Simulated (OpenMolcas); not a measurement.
# OpenMolcas run: Co VIII

Input:

```
&GATEWAY
Coord
1

Co 0.0 0.0 0.0
Basis=ANO-RCC-VQZP
Group=XYZ
NoMove
AngMom=0.0 0.0 0.0
AMFI
&SEWARD
* reference wave functions (RASSCF and RASSI steps not shown): 2 electrons in 10 orbitals (3d 4d)
>>> COPY JOB001 $Project.JobIph
&CASPT2
Multistate=10 1 2 3 4 5 6 7 8 9 10
Frozen=2 3
IPEA=0.25
Imaginary=0.1
MaxIter=60
WThr=0.0 0.3 0.05
PrWF=0.5
NoMix
>>> COPY JOB002 $Project.JobIph
&CASPT2
Multistate=15 1 2 3 4 5 6 7 8 9 10 11 12 13 14 15
Frozen=2 3
IPEA=0.25
Imaginary=0.1
MaxIter=60
WThr=0.0 0.3 0.05
PrWF=0.5
NoMix
```

Launched by
```bash
OMP_NUM_THREADS=1 MOLCAS_MEM=1689 MOLCAS_PROJECT=a pymolcas a.inp > a.log  # once for each step of the input, in one work folder
```

Output, cut to the results:

```
--- CASPT2 ---
Orbital specifications:
      -----------------------

      Symmetry species                           1   2
                                                ag  au
      Frozen orbitals                            2   3
      Inactive orbitals                          1   3
      Active orbitals                           10   0
      Secondary orbitals                        32  44
      Deleted orbitals                           0   0
      Number of basis functions                 45  50
Type of calculation                        MS-CASPT2
      Fock operator                              state-specific
      IPEA shift                                 0.25
      Real shift                                 0.00
      Imaginary shift                            0.10
      The input orbitals will be transformed to quasi-canonical
Reference energy:       -1376.7366900947
      E2 (Non-variational):      -0.3136750022
      Shift correction:          -0.0000347930
      E2 (Variational):          -0.3137097952
      Total energy:           -1377.0503998899
      Residual norm:              0.0000001440
      Reference weight:           0.97096
      Contributions to the CASPT2 correlation energy
      Active & Virtual Only:         -0.0034029404
      One Inactive Excited:          -0.1153118268
      Two Inactive Excited:          -0.1949602351
Reference energy:       -1376.7366900947
      E2 (Non-variational):      -0.3145803200
      Shift correction:          -0.0000352274
      E2 (Variational):          -0.3146155474
      Total energy:           -1377.0513056421
      Residual norm:              0.0000001473
      Reference weight:           0.97075
      Contributions to the CASPT2 correlation energy
      Active & Virtual Only:         -0.0034244026
      One Inactive Excited:          -0.1158035185
      Two Inactive Excited:          -0.1953523989
::    CASPT2 Root  1     Total energy:  -1377.05039989
::    CASPT2 Root  2     Total energy:  -1377.05130564
::    CASPT2 Root  3     Total energy:  -1377.04922662
::    CASPT2 Root  4     Total energy:  -1377.05314797
::    CASPT2 Root  5     Total energy:  -1377.05175424
::    CASPT2 Root  6     Total energy:  -1377.05093986
::    CASPT2 Root  7     Total energy:  -1377.05102098
::    CASPT2 Root  8     Total energy:  -1376.94978549
::    CASPT2 Root  9     Total energy:  -1376.94978071
::    CASPT2 Root 10     Total energy:  -1376.94978992
::    MS-CASPT2 Root  1     Total energy:  -1377.05326304
::    MS-CASPT2 Root  2     Total energy:  -1377.05209371
::    MS-CASPT2 Root  3     Total energy:  -1377.05163556
::    MS-CASPT2 Root  4     Total energy:  -1377.05121851
::    MS-CASPT2 Root  5     Total energy:  -1377.05080380
::    MS-CASPT2 Root  6     Total energy:  -1377.04987453
::    MS-CASPT2 Root  7     Total energy:  -1377.04892539
::    MS-CASPT2 Root  8     Total energy:  -1376.94978396
::    MS-CASPT2 Root  9     Total energy:  -1376.94978000
::    MS-CASPT2 Root 10     Total energy:  -1376.94977280
--- CASPT2 ---
Orbital specifications:
      -----------------------

      Symmetry species                           1   2
                                                ag  au
      Frozen orbitals                            2   3
      Inactive orbitals                          1   3
      Active orbitals                           10   0
      Secondary orbitals                        32  44
      Deleted orbitals                           0   0
      Number of basis functions                 45  50
Type of calculation                        MS-CASPT2
      Fock operator                              state-specific
      IPEA shift                                 0.25
      Real shift                                 0.00
      Imaginary shift                            0.10
      The input orbitals will be transformed to quasi-canonical
Reference energy:       -1376.6384110470
      E2 (Non-variational):      -0.3302390523
      Shift correction:          -0.0000414670
      E2 (Variational):          -0.3302805193
      Total energy:           -1376.9686915663
      Residual norm:              0.0000002626
      Reference weight:           0.96787
      Contributions to the CASPT2 correlation energy
      Active & Virtual Only:         -0.0102762136
      One Inactive Excited:          -0.1143408976
      Two Inactive Excited:          -0.2056219412
Reference energy:       -1376.6384110470
      E2 (Non-variational):      -0.3302293225
      Shift correction:          -0.0000414608
      E2 (Variational):          -0.3302707833
      Total energy:           -1376.9686818304
      Residual norm:              0.0000002626
      Reference weight:           0.96788
      Contributions to the CASPT2 correlation energy
      Active & Virtual Only:         -0.0102762065
      One Inactive Excited:          -0.1143462928
      Two Inactive Excited:          -0.2056068233
::    CASPT2 Root  1     Total energy:  -1376.96869157
::    CASPT2 Root  2     Total energy:  -1376.96868183
::    CASPT2 Root  3     Total energy:  -1376.96865766
::    CASPT2 Root  4     Total energy:  -1376.96869160
::    CASPT2 Root  5     Total energy:  -1376.96867598
::    CASPT2 Root  6     Total energy:  -1376.90920758
::    CASPT2 Root  7     Total energy:  -1376.90610632
::    CASPT2 Root  8     Total energy:  -1376.91016645
::    CASPT2 Root  9     Total energy:  -1376.90804863
::    CASPT2 Root 10     Total energy:  -1376.90952855
::    CASPT2 Root 11     Total energy:  -1376.91040787
::    CASPT2 Root 12     Total energy:  -1376.90766331
::    CASPT2 Root 13     Total energy:  -1376.90979389
::    CASPT2 Root 14     Total energy:  -1376.90831275
::    CASPT2 Root 15     Total energy:  -1376.71108410
::    MS-CASPT2 Root  1     Total energy:  -1376.96877282
::    MS-CASPT2 Root  2     Total energy:  -1376.96875581
::    MS-CASPT2 Root  3     Total energy:  -1376.96871319
::    MS-CASPT2 Root  4     Total energy:  -1376.96861309
...
```

Levels above the lowest, from the spin-orbit matrix with the single-state CASPT2 energies, averaged by term, on its diagonal:

```csv
Configuration,Term,J,E (cm-1),Measured (cm-1),Term weight %,Second
3d2,3F,2,0.0,0.0,100,
3d2,3F,3,1445,1430,100,
3d2,3F,4,3220,3144,100,
3d2,1D,2,19740,19624,93,7 3P
3d2,3P,0,23160,22304,100,
3d2,3P,1,23690,22839,100,
3d2,3P,2,24920,24055,93,7 1D
3d2,1G,4,33150,32360,100,
3d2,1S,0,76610,74247,100,
```

Against the 8 measured excited levels shown (Sugar and Corliss, J. Phys. Chem. Ref. Data 10, 1097 (1981)) the mean absolute deviation is 740 cm-1; the largest miss in energy is 3d2 1S0: computed 76610, measured 74247 cm-1 (+3.2 %), and the largest in proportion 3d2 3P0 (+3.8 %).

CASPT2 does not keep the components of a term degenerate, so their means are used; among the terms shown or strongly mixed into the levels shown the widest spread is 940 cm-1 (3d2 1G). Active for correlation alone: 4d; no level in the range computed is led by a configuration that fills it, so any true level of that kind is missing. Measured partners are found by configuration, term and J. A level has none where our copy of the source lacks it or the pairing is in doubt (some pairs that miss far off the trend of their configuration count as doubtful), and it then counts in no deviation. Only configurations of the active space appear. The first state left out of the spin-orbit step lies near 730000 cm-1 above the lowest spin-free state of the reference (among the parities and spins computed), and the list stops at four fifths of that energy or lower.

The term weight is that of the spin-free term in the level, not the purity of its configuration.
